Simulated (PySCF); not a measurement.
## A computed series [MCl3(H2O)]−

Computed with PySCF 2.14.0, PBE0, def2-SVP on the ligands, density fitting, scalar-relativistic core potentials, no spin-orbit coupling, vacuum. Each member is relaxed from one template within its symmetry. Distances are means of the shortest metal–ligand contacts, charges and spins Mulliken's; removal energies are rigid, with the ligand's formal charge and no counterpoise, so too large; for an anion taken off a cation in vacuum most of it is the attraction of opposite charges, and multiply charged cations can part far more cheaply with an electron moved from ligand to metal. lcecp potentials hold a fixed number of 4f electrons in the core, out of states, spins and gaps.

```
metal      basis on the metal  point group  M–Cl (Å)  M–H2O (Å)  charge on M (e)  removal of one Cl (eV)  strongest infrared band, degenerate modes summed (cm⁻¹)    unstable modes (below −25 cm⁻¹)
   La  lcecp-0-SVP with ECP47           Cs     2.835      2.816             0.56                    3.82                                                        –                                  1
   Eu  lcecp-0-SVP with ECP53           Cs     2.737      2.681             0.47                    3.95                                                        –                                  1
   Dy  lcecp-0-SVP with ECP56           Cs     2.713      2.579             0.47                    4.12                                                      735                                  0
   Yb  lcecp-0-SVP with ECP60           Cs     2.678      2.538             0.45                    4.37                                                      743                                  0
   Pb     def2-SVP with ECP60           Cs     2.580      3.185             0.48                    3.48                                                     1646  0 (lowest -23 cm⁻¹, within noise)
```

**Question.** A further member has point group Cs, M–Cl (Å) 2.793, M–H2O (Å) 2.673, charge on M (e) 0.52, removal of one Cl (eV) 3.98, strongest infrared band, degenerate modes summed (cm⁻¹) 734, unstable modes (below −25 cm⁻¹) 0. Which metal is it?

**Answer.** Nd, lcecp-0-SVP with ECP50. The answer isn't unique; the calculation gave this one.

From Nd to Yb the M–Cl distance shrinks by 0.12 Å, the lanthanide contraction, and the energy to remove one Cl rises by 0.39 eV.

Members with unstable modes aren't minima as they stand: saddle points kept by symmetry or, where the modes are soft, flat surfaces and noise. Moved off a saddle point of the template and relaxed again: Nd, Dy, Yb. One start shape was tried for each, so a minimum needn't be the lowest isomer. Oxidation states forced by the potential, rare, strongly oxidising or of another configuration in reality: [LaCl3(H2O)]−, [NdCl3(H2O)]−, [DyCl3(H2O)]−.
